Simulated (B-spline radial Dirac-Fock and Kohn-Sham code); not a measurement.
# Binding energies of Xe⁴⁺ in different valence configurations

Model: Dirac-Fock energy differences between relaxed states, corrected for Breit and QED terms. Program: an atomic code on a B-spline grid. The model has no electron correlation.

Reference: the tabulated ground configuration [Kr] 4d10 5s2 5p2, with 2s 5509.5 eV, 3s 1201.6 eV, 3p3/2 993.4 eV, 4p3/2 205.7 eV, 4d3/2 117.2 eV, 5p 52.67 eV, Kα1 29777.0 eV, Kβ1 33621.4 eV, Lα1 4111.1 eV, Lβ2 4722.5 eV.

Shifts from the reference in eV.

```tsv
configuration	average energy	2s	3s	3p3/2	4p3/2	4d3/2	5p	Kα1	Kβ1	Lα1	Lβ2
[Kr] 4d10 5s1 5p3	+14.10	+1.22	+1.16	+1.41	+1.35	+1.29	-0.34	-0.11	-0.14	-0.03	+0.09
```

Values without a named source are computed, but for edge energies of neutral atoms, which are taken from tables.
